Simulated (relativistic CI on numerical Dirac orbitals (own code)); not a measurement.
## Rh⁷⁺: resonant inelastic scattering at the M2,3 edge

Computed with this model: Dirac-Coulomb-Breit CI, orbitals from a KLI potential per configuration, a model potential for QED, valence Slater integrals scaled by 0.8, Kramers-Heisenberg scattering through one core-hole configuration in a parametric crystal field; configurations [Kr] 4d2 → [Ne] 3s2 3p5 3d10 4s2 4p6 4d3; 300 K; core-hole width 1.2 eV; summed over polarisations. Incident energies are the highest absorption maxima for each field (at most a few, so the weaker spin-orbit partner edge can be absent), on the computed scale of the free ion. Intensities are in per cent of the strongest line above 0.02 eV; levels within 1 cm⁻¹ are merged; final levels count from the ground level, the first row holds all elastic scattering, lines under 0.4 are left out and each table stops after 24 rows. The scale of the Slater integrals is a model choice and moves the terms in proportion.

Field parameters in Wybourne normalisation: Oh B⁴₀ = 21Dq, B⁴₄ = √(5/14) B⁴₀. The field is a parameter set, without covalency.

S is read from ⟨S²⟩ = S(S + 1).

Oh, 10Dq = 8500 cm⁻¹:

```
Final level (eV)  Degeneracy  Irrep     S  513.4 eV
           0.000           2      E  0.99    2405.3
           0.073           3     T2  0.98     100.0
           0.451           3     T1  1.00       7.3
           0.662           1     A1  0.99      22.3
           1.080           3     T2  0.95      17.2
           1.144           1     A2  1.00       6.5
           1.370           3     T1  0.99      26.8
           1.423           2      E  0.99      15.8
           1.980           2      E  0.21      71.6
           2.011           3     T2  0.28      48.4
           2.353           3     T2  0.95      18.8
           2.489           1     A1  0.98      19.8
           2.680           3     T1  1.00      46.2
           2.937           3     T2  0.86      19.9
           2.981           2      E  0.91      11.0
           3.330           3     T2  0.29       2.7
           3.434           1     A1  0.05       3.5
           3.532           3     T1  0.02       1.6
           4.257           2      E  0.07       1.7
           7.091           1     A1  0.03       0.5
```

Oh, 10Dq = 19250 cm⁻¹:

| Final level (eV) | Degeneracy | Irrep | S | 511.2 eV | 513.4 eV | 538.3 eV |
| --- | --- | --- | --- | --- | --- | --- |
| 0.000 | 2 | E | 0.99 | 514.3 | 1644.3 | 133.2 |
| 0.037 | 3 | T2 | 0.99 | 54.1 | 35.7 | 15.6 |
| 0.387 | 3 | T1 | 1.00 | 45.3 | 43.8 | 7.6 |
| 0.544 | 1 | A1 | 0.99 | 7.7 | 16.2 | 34.1 |
| 1.761 | 3 | T2 | 0.31 | 3.9 | 46.2 | 45.2 |
| 1.914 | 2 | E | 0.07 | 7.1 | 68.9 | 13.3 |
| 2.317 | 1 | A2 | 1.00 | 1.4 | 16.9 | 4.8 |
| 2.484 | 3 | T2 | 0.88 | 8.8 | 100.0 | 9.3 |
| 2.508 | 3 | T1 | 1.00 | 2.3 | 48.6 | 14.9 |
| 2.534 | 2 | E | 1.00 | 3.0 | 26.1 | 10.3 |
| 3.485 | 1 | A1 | 0.72 | 0.7 | 23.2 | 20.5 |
| 3.797 | 3 | T1 | 1.00 | 4.7 | 40.1 | 9.0 |
| 3.928 | 3 | T2 | 0.84 | 3.1 | 16.0 | 4.3 |
| 3.939 | 1 | A1 | 0.50 | 0.4 | 3.6 | 0.4 |
| 4.027 | 2 | E | 0.98 | 2.8 | 8.6 | 0.4 |
| 4.322 | 3 | T2 | 0.47 | 0.4 | 4.4 | 3.8 |
| 4.703 | 3 | T1 | 0.02 | 0.3 | 1.1 | 1.9 |
| 4.963 | 3 | T2 | 0.91 | 0.2 | 1.5 | 0.3 |

Oh, 10Dq = 29950 cm⁻¹:

```csv
Final level (eV),Degeneracy,Irrep,S,512.2 eV,514.2 eV,515.4 eV
0.000,2,E,0.99,738.2,820.9,725.3
0.023,3,T2,0.99,53.4,11.5,4.6
0.353,3,T1,1.00,32.5,27.2,40.8
0.491,1,A1,0.99,4.0,23.6,30.7
1.813,3,T2,0.07,44.3,29.0,19.0
1.869,2,E,0.05,20.8,17.3,10.4
3.574,1,A2,1.00,2.5,29.1,12.7
3.658,3,T2,0.98,12.3,100.0,35.8
3.756,3,T1,1.00,5.6,41.1,21.6
3.769,2,E,1.00,3.9,30.4,21.7
3.838,1,A1,0.12,5.2,44.0,21.9
4.974,1,A1,0.96,0.6,5.7,16.0
5.028,3,T1,1.00,3.4,38.4,66.5
5.144,3,T2,0.88,2.8,15.8,73.0
5.234,2,E,0.99,2.1,8.9,39.1
5.601,3,T2,0.30,0.7,3.0,11.3
5.959,3,T1,0.02,0.3,1.5,6.3
7.470,3,T2,0.99,0.1,0.7,1.2
```

For the first field the strongest loss at the lowest incident energy is the level at 0.07 eV (S = 0.98, against 0.99 in the thermal ground state). Levels of other spin, the first over 8 % at 1.98 eV, appear because spin-orbit coupling of the core hole, and in heavier ions of the valence shell too, mixes spins.
